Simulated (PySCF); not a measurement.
Method: PySCF energies plus ideal-gas RRHO corrections (1 bar). The comparison is the NASA 1993 polynomial table, which mixes measured and estimated data. 6-31G* has spherical d functions here. All species are closed-shell singlets. B3LYP is the form with VWN-RPA correlation. The harmonic model lacks anharmonicity and excited electronic states, which grow with temperature; levels with a mode under 35 cm⁻¹ are left out. Soft modes under 120 cm⁻¹ make the harmonic entropy rough for B3O3Cl3. The table's entry may be an old estimate for B3O3Cl3 (not checked at source).

Harmonic frequencies at B3LYP/6-31G* (cm⁻¹): 89, 107, 107, 172, 172, 370, 389, 389, 414, 586, 586, 692, 766, 767, 810, 1218, 1218, 1228, 1238, 1398, 1398. Point group D3h; S°(298 K) = 379.2 J/mol/K at this level.

### Question
Work out Cp and S° of gaseous B3O3Cl3 at 500, 800, 1200, 1600, 2000 K from these, and set them beside the table.

### Answer
```csv
T (K),Cp B3LYP/6-31G*,Cp table,S° B3LYP/6-31G*,S° table
500,158.1,165.7,452.0,459.4
800,182.9,187.7,532.6,543.0
1200,195.5,197.6,609.5,621.3
1600,200.6,202.1,666.6,678.9
2000,203.1,204.5,711.6,724.2
```
Units J/mol/K.
